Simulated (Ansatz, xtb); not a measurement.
## C2H4Sn: which of two isomers lies lower

Structure a: `[CH2]1[CH2][Sn]1`, a singlet. Structure b: `C[CH]=[Sn]`, a singlet. Both are isolated molecules in the gas phase, relaxed with r2SCAN-D4/def2-SVP.

a (Å):

```xyz
7

C     0.0615   -0.5387   -0.9819
C     0.0822   -0.2901   -2.4367
Sn    0.8521   -2.3695   -2.0323
H    -0.9045   -0.6833   -0.4816
H     0.7949   -0.0277   -0.3453
H    -0.8688   -0.2558   -2.9832
H     0.8306    0.3999   -2.8469
```

b (Å):

```yaml
atoms:
  - { symbol: C, position_ang: [-0.2719, -0.4231, -1.1455] }
  - { symbol: C, position_ang: [0.4502, -0.6321, -2.4422] }
  - { symbol: Sn, position_ang: [2.3435, -1.1242, -2.9337] }
  - { symbol: H, position_ang: [0.3700, -0.5699, -0.2620] }
  - { symbol: H, position_ang: [-0.6950, 0.5973, -1.0759] }
  - { symbol: H, position_ang: [-1.1312, -1.1132, -1.0432] }
  - { symbol: H, position_ang: [-0.1916, -0.4856, -3.3337] }
```

Task: Estimate which is lower in electronic energy at CCSD(T)/def2-TZVP, and by roughly how much.

Result: The CCSD(T)/def2-TZVP calculation puts structure a lower, by 6.4 kcal/mol.

The same difference at several levels:

```tsv
level	geometry	E(b) − E(a) (kcal/mol)	departure from the last row (kcal/mol)	job, with rough time for the two
GFN2-xTB	GFN2-xTB	+7.8	+1.4	optimisation, 0.12 s
HF/STO-3G	GFN2-xTB	+26.2	+19.8	single point, 1.4 s
r2SCAN-D4/def2-SVP//GFN2-xTB	GFN2-xTB	+9.4	+3.0	single point, 3.3 s
r2SCAN-D4/def2-SVP	r2SCAN-D4/def2-SVP	+8.3	+1.9	optimisation, 32 s
HF/def2-TZVP	r2SCAN-D4/def2-SVP	+6.5	+0.1	part of the CCSD(T) run
MP2/def2-TZVP	r2SCAN-D4/def2-SVP	+8.6	+2.2	part of the CCSD(T) run
CCSD(T)/def2-TZVP	r2SCAN-D4/def2-SVP	+6.4		single point, 59 s
```

As drawn, b has 1 C=Sn in place of 2 C–Sn. Structure a has a 3-membered ring, b no ring.

The levels shown agree on the order. The largest departure from CCSD(T)/def2-TZVP is that of HF/STO-3G, 19.8 kcal/mol.

With harmonic frequencies from r2SCAN-D4/def2-SVP (ideal gas, rigid rotor, one conformer each, 298.15 K, 1 atm): the zero-point term adds +0.1 kcal/mol; ΔH is +6.7 and ΔG +5.5 kcal/mol.

The correlated steps freeze 6 core orbitals; the filled d shell of Sn is correlated, in a basis made for valence electrons. Atoms past krypton carry core potentials in the def2 sets, other sets are all-electron and non-relativistic, and no spin–orbit term is included. Run with Ansatz 0.2.0, xtb 6.7.1; the last row on 1 thread of Intel(R) Xeon(R) Platinum 8223CL CPU @ 3.00GHz (Skylake/Cascade Lake) on a shared host.
